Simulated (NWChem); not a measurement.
Correlation energy of Sb (-1)

```xyz
1

Sb     0.0000     0.0000     0.0000
```
Charge -1, spin multiplicity 3.

Everything below was run with NWChem.

Basis set: def2-SVPD. Each correlation energy counts from its own Hartree-Fock reference.

```csv
method,correlation energy (mHa)
UMP2,-85.7
SCS-UMP2,-80.5
CCSD on UHF,-99.7
CCSD[T] on UHF,-102.1
CCSD(T) on UHF,-102.0
CCSD on ROHF,-103.2
CCSD[T] on ROHF,-105.8
CCSD(T) on ROHF,-105.8
CCSDT on ROHF,-106.0
```

The values span 25.5 mHa, from CCSDT on ROHF (lowest) to SCS-UMP2 (highest). 

Effective core potentials replace the inner electrons of Sb; spin-orbit coupling is left out. The correlated methods keep 4 core orbitals frozen. No SCF solution was tested for a lower state. Open-shell Hartree-Fock references start from PBE0 orbitals. Coupled-cluster values serve here as a point of comparison, not as the truth.
